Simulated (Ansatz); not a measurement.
Gas-phase electronic energies from Ansatz, PBE0-D4/def2-TZVP geometries. CCSD(T)/CBS adds triple-zeta CCSD(T) − MP2 to the extrapolated MP2 energy (def2 sets, frozen cores). This one scheme is used for every species. Double bonds are as drawn, so ΔE can hold a change between cis and trans. DFT in def2-TZVPP. def2 core potentials past Kr. For Te outer-core shells are correlated without core-valence functions, which leaves a few kJ/mol of doubt a bond. Each species was taken in one conformer, which may not be the lowest.

Reaction (formal exchange of groups at a Te–C bond): `C/C=N\C[TeH]` + `B1CS1` → `[TeH]B1CS1` + `C/C=N/C`

```
             level  ΔE (kcal/mol)
         r2SCAN-D4          -25.9
            r2SCAN          -26.2
SCS-MP2/def2-TZVPP          -25.5
     HF/def2-QZVPP          -26.8
```

(1) What does CCSD(T)/CBS give? (Estimate.)

Largest T1 diagnostic among the species: 0.016.

Answers

(1) The calculation gave: -24.6 kcal/mol. The listed levels differ from it by -1.3, -1.6, -0.9, -2.2 kcal/mol.

In def2-TZVPP, CCSD(T) changes the Hartree–Fock value by +1.8 kcal/mol (the triples alone add +0.4 kcal/mol) and MP2 by +1.1 kcal/mol. The D4 term adds +1.4 kcal/mol with B3LYP and +0.8 kcal/mol with PBE0; it sums over pairs of atoms, weighted by their polarisabilities, and B3LYP, whose exchange is more repulsive, gets the larger term.

B3LYP here is the variant with VWN-RPA as its local correlation; programs differ in this.
